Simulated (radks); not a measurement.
Spin polarisation of the 5d2 shell in the lanthanum ion La+. Start: [Xe] 5d(up 1, down 1); electrons of 5d are moved from spin down to spin up, other shells keep equal spins. All-electron calculation, non-relativistic Kohn-Sham, r2SCAN, spin-polarised, spherical densities, point nucleus; meta-GGA in the generalised Kohn-Sham scheme. Program: a radial shooting solver on a logarithmic mesh with Libxc functionals.

[
 {"moment (Bohr magnetons)": "0", "E - E(0) (eV)": "0.000", "e(5d up) (eV)": "-7.188", "e(5d down) (eV)": "-7.188", "5p down minus up (eV)": "0.000"},
 {"moment (Bohr magnetons)": "0.5", "E - E(0) (eV)": "-0.048", "e(5d up) (eV)": "-7.366", "e(5d down) (eV)": "-6.982", "5p down minus up (eV)": "0.253"},
 {"moment (Bohr magnetons)": "1", "E - E(0) (eV)": "-0.193", "e(5d up) (eV)": "-7.522", "e(5d down) (eV)": "-6.738", "5p down minus up (eV)": "0.507"},
 {"moment (Bohr magnetons)": "1.5", "E - E(0) (eV)": "-0.443", "e(5d up) (eV)": "-7.657", "e(5d down) (eV)": "-6.429", "5p down minus up (eV)": "0.765"},
 {"moment (Bohr magnetons)": "2", "E - E(0) (eV)": "-0.824", "e(5d up) (eV)": "-7.784", "e(5d down) (eV)": "-5.858", "5p down minus up (eV)": "1.035"}
]

At moment 2 the spin-polarisation energy is -0.824 eV and the 5d exchange splitting 1.927 eV, that is 0.963 eV per Bohr magneton; E = -I m^2/4 would give I = 0.824 eV.
